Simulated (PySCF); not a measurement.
# Ca: excitation energy

Ca [Ar] 4s2 (1S) → Ca [Ar] 4s1 4p1 (3P), as a difference of total energies. All numbers are calculated (PySCF 2.14, no relativity, point nucleus, in def2-QZVPPD). Correlated levels: valence: [Ar] frozen; valence and next inner shell: [Ne] frozen. The calculations carry no spin-orbit coupling.

```csv
method,excitation energy (eV)
UHF,1.002
LDA,1.921
PBE,1.765
PBE0,1.668
r2SCAN,1.514
revPBE,1.694
wB97X,1.968
PW91,1.771
M06-L,1.960
SCS-MP2 (valence),1.647
SCS-MP2 (valence and next inner shell),1.873
```

Question: Estimate what MP2 (valence) gives.

Answer: 1.505 eV, closest to r2SCAN among the rows shown.

Question: Estimate what MP2 (valence and next inner shell) gives.

Answer: 1.793 eV, closest to PW91 among the rows shown.

These non-relativistic numbers lack the scalar-relativistic shift.

Errors of the correlated levels include the incompleteness of this basis and the frozen core.

For comparison: 1.892 eV (measured; NIST levels, between the centres of gravity of the two terms).
